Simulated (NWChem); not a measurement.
Molecule: MgSiH$_{3}$OF; SMILES [F][Mg][O][SiH3]

```xyz
7

Mg     0.0173    -1.4441     0.0000
F      0.1892    -3.1727     0.0000
O     -0.1607     0.3402     0.0000
Si    -0.3173     1.9660     0.0000
H     -1.0610     2.4478    -1.2023
H      1.0118     2.6475     0.0000
H     -1.0610     2.4478     1.2023
```
Atoms are numbered in this order, from 1.

Level: B3LYP/6-31G* (spherical d) (NWChem), optimised geometry, unscaled harmonic frequencies. 

Task: List the harmonic frequencies with IR intensities, and the thermochemistry.

Result: 
```tsv
frequency (cm⁻¹)	IR intensity (km/mol)
30	0.0
30	0.0
149	99.7
149	99.7
410	0.3
743	66.8
743	66.9
813	37.0
965	96.9
965	96.9
1038	359.4
1089	423.2
2210	249.8
2211	249.7
2221	124.5
```

- zero-point energy: 19.7 kcal/mol
- thermal correction to the enthalpy at 298.15 K (with zero-point energy): 24.4 kcal/mol
- heat capacity Cv: 18.8 cal/(mol K)
- entropy at 298.15 K and 1 atm (symmetry number 3): 81.3 cal/(mol K)
- dipole moment: 0.04 D

Rigid rotor and harmonic oscillator; modes under 100 cm⁻¹ make the entropy uncertain.
